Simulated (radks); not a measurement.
Spherical quantum dot in the effective-mass picture: electrons in a parabolic well V = omega^2 r^2 / 2 with omega = 0.469, all in effective atomic units (hartree* = m*/eps^2 hartree, bohr* = eps/m* bohr), one dielectric constant everywhere. Calculated with a radial shooting solver with Libxc functionals: non-relativistic Kohn-Sham, LDA (Slater exchange, Perdew-Wang correlation), spin-polarised, spherical densities. Levels are named by radial order and angular momentum (1s, 1p, 1d, 2s, ...), and open shells are averaged over m. Results are scaled to m* = 0.1 and eps = 7.9, for which hartree* = 43.6 meV and bohr* = 4.18 nm.

N = 37, configuration 1s2 1p6 1d10 2s2 1f14 2p(up 3, down 0). This is the lowest configuration that the search found. Occupied and some empty levels:

level,occupation,eigenvalue (meV),<r> (nm)
1s up,1,417.93,13.34
1s down,1,418.91,13.86
1p up,3,423.46,16.25
1p down,3,424.03,16.48
1d up,5,430.06,18.16
1d down,5,430.44,18.23
2s up,1,432.28,14.96
2s down,1,433.43,14.64
1f up,7,437.65,19.57
1f down,7,437.98,19.57
2p up,3,441.35,16.41
2p down,0,442.49,16.47
1g up,0,446.17,20.71
1g down,0,446.50,20.68
2d up,0,451.29,17.90
2d down,0,452.16,18.06
3s up,0,453.28,16.44
3s down,0,454.07,16.40

Energy (meV): total 9872.67, kinetic 579.34, external 3497.8, Hartree 6274.0, exchange-correlation -478.45.
